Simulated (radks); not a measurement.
Effect of the nuclear size on neutral selenium, [Ar] 3d10 4s2 4p4. Calculated with a radial shooting solver on a logarithmic mesh with Libxc functionals: Dirac Kohn-Sham, PBE, spin-unpolarised, spherical densities, finite nucleus; open shells are shared between the two j in proportion to 2j + 1; Fermi nuclear charge, rms radius 4.14 fm. The rms radius is varied about that value; shifts are against it.

rms radius (fm),total energy shift (eV),density at nucleus (e/bohr^3),1s1/2 shift (meV),2s1/2 shift (meV),3s1/2 shift (meV),3p1/2 shift (meV),4s1/2 shift (meV)
3.4652,-0.140,4.027e+04,-59.4,-5.91,-0.910,0.087,-0.084
3.7964,-0.0741,4.001e+04,-31.5,-3.13,-0.482,0.046,-0.045
4.14,0,3.976e+04,0.000,0.000,0.000,0.000,0.000
4.4298,0.0672,3.957e+04,28.5,2.84,0.437,-0.042,0.040
4.8148,0.163,3.933e+04,69.1,6.88,1.06,-0.101,0.098

Slopes of the eigenvalues against <r^2> in GHz/fm^2, as finite differences over the two radii next to the reference (eigenvalue slopes, not the field-shift constants of lines): 1s1/2 2780, 2s1/2 277, 3s1/2 42.7, 3p1/2 -4.07, 4s1/2 3.95.
